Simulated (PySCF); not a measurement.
C4H7NO, SMILES C/N=C(\C)C=O.

The structure is a stationary point at ωB97X-D3(BJ)/def2-SVP. The structure was generated by enumeration; whether it is a known compound was not checked. The values are those of a single conformer.

Level of theory: TDDFT-PBE/def2-SVPD run with PySCF.

Vertical excitations. Gas-phase values at a fixed geometry.

| state | energy (eV) | λ (nm) | f | main pairs |
|---|---|---|---|---|
| S1 | 2.99 | 415 | 0.000 | HOMO→LUMO 100 % |
| S2 | 3.64 | 341 | 0.000 | HOMO−1→LUMO 99 % |
| S3 | 5.67 | 219 | 0.244 | HOMO−2→LUMO 89 % |
| S4 | 5.71 | 217 | 0.010 | HOMO→LUMO+2 99 % |
| S5 | 5.73 | 216 | 0.001 | HOMO→LUMO+1 98 % |
| S6 | 6.37 | 195 | 0.000 | HOMO−1→LUMO+2 97 % |
| S7 | 6.39 | 194 | 0.000 | HOMO−1→LUMO+1 93 % |
| S8 | 6.54 | 190 | 0.001 | HOMO−3→LUMO 95 % |
| S9 | 6.76 | 183 | 0.011 | HOMO→LUMO+3 100 % |
| S10 | 6.89 | 180 | 0.000 | HOMO−5→LUMO 98 % |
| T1 | 2.47 | 502 | 0 | HOMO→LUMO 100 % |
| T2 | 3.11 | 399 | 0 | HOMO−1→LUMO 99 % |
| T3 | 3.87 | 320 | 0 | HOMO−2→LUMO 97 % |
| T4 | 5.43 | 229 | 0 | HOMO→LUMO+1 99 % |
Triplets are in the Tamm–Dancoff approximation, which puts them higher than full response would, so one can lie above its singlet here.
